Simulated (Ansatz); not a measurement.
Geometry optimisation, RKS PBE0-D4/def2-SVP in Ansatz.

Input:

```yaml
crystal:
  periodic: [false, false, false]
  atoms:
    - { symbol: C, position_ang: [-0.1783, 1.4076, 0.0841] }
    - { symbol: "N", position_ang: [0.1876, 0.153, 0.5454] }
    - { symbol: C, position_ang: [0.3389, -0.8316, -0.2683] }
    - { symbol: Se, position_ang: [1.0013, -2.5207, 0.4385] }
    - { symbol: H, position_ang: [-1.2126, 1.3681, -0.4483] }
    - { symbol: H, position_ang: [-0.3171, 2.1602, 0.9335] }
    - { symbol: H, position_ang: [0.5512, 1.8624, -0.6338] }
    - { symbol: H, position_ang: [0.2525, -0.7077, -1.331] }
    - { symbol: H, position_ang: [-0.535, -2.9375, 0.6628] }
basis:
  gaussian: { orbitals: def2-SVP }
hamiltonian:
  xc: pbe0
  dispersion: d4
relax:
  f_tol: 0.02
  max_steps: 50
output:
  orbitals: {}
```

Launched with:

```bash
$ ansatz run input.yaml --threads 2 --pin off --max-ram 3072MiB --backend cpu --events-out ev --progress --plain --runs-dir out
```

Question: Where does it end, and by what steps?

Answer: The run converged. After 20 steps the energy has fallen by 0.767 eV; H8 moved furthest, 1.21 Å.

```tsv
step	energy less start (eV)	largest force component (eV/Å)	accepted
0	0.0000	3.127	yes
1	-0.2393	1.832	yes
2	-0.3790	0.946	yes
3	-0.4107	0.656	yes
4	-0.4231	0.209	yes
5	-0.4270	0.150	yes
6	-0.4348	0.156	yes
7	-0.4434	0.835	yes
8	-0.5244	0.476	yes
9	-0.6015	0.383	yes
10	-0.6459	0.531	yes
11	-0.6190	1.648	no
12	-0.6890	0.521	yes
13	-0.7140	0.464	yes
14	-0.7421	0.338	yes
15	-0.7457	0.429	yes
16	-0.7630	0.181	yes
17	-0.7660	0.208	yes
18	-0.7668	0.062	yes
19	-0.7670	0.027	yes
20	-0.7670	0.008	yes
```

```xyz
9
Properties=species:S:1:pos:R:3
C -0.057 1.510 -0.038
N 0.541 0.305 0.463
C 0.102 -0.803 0.066
Se 0.869 -2.420 0.709
H -0.883 1.340 -0.757
H -0.442 2.107 0.805
H 0.714 2.127 -0.527
H -0.729 -0.931 -0.658
H -0.026 -3.281 -0.079
```

Whether the end is a true minimum wasn't checked by a vibrational analysis.

The run took 59 s on 2 threads of Intel(R) Xeon(R) Platinum 8259CL CPU @ 2.50GHz (Skylake/Cascade Lake), with other jobs on the host, peak memory 0.24 GiB.
